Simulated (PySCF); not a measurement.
C₃H₆AlFO.

```xyz
12

Al     0.3864     0.5583     0.5353
C     -0.1229    -1.3193     0.4922
C     -1.1036    -1.3517    -0.6469
C     -0.8052    -1.5369    -1.9419
H     -0.5798    -1.6499     1.4369
H      0.7641    -1.9389     0.2841
H     -2.1481    -1.1421    -0.3810
H      0.2188    -1.7438    -2.2715
H     -1.5781    -1.4986    -2.7133
F      1.7658     1.0725    -0.2525
O     -0.6141     1.7064     1.2833
H     -0.4886     2.6595     1.2723
```

Coordinates come from a B3LYP-D3(BJ)/def2-SVP optimisation. Other conformers were not sampled.

Calculation: PySCF with HF/pcSseg-1. Non-relativistic, no solvent.

Computed absolute GIAO shielding of each atom: isotropic value and principal components (ppm):
```tsv
atom	σ(iso)	σ11	σ22	σ33	span
Al1	490.5	411.7	486.4	573.5	161.8
C2	183.8	172.1	175.1	204.1	31.9
C3	46.7	-90.9	61.3	169.7	260.7
C4	70.9	-58.7	106.5	164.7	223.4
H5	30.6	26.9	27.6	37.3	10.4
H6	30.2	26.5	28.4	35.7	9.2
H7	25.4	23.2	25.1	28.0	4.8
H8	26.2	22.8	25.1	30.7	7.9
H9	26.5	23.1	25.1	31.3	8.2
F10	387.9	340.3	363.2	460.2	119.9
O11	322.0	292.6	309.6	363.8	71.2
H12	29.7	21.3	22.7	45.1	23.8
```
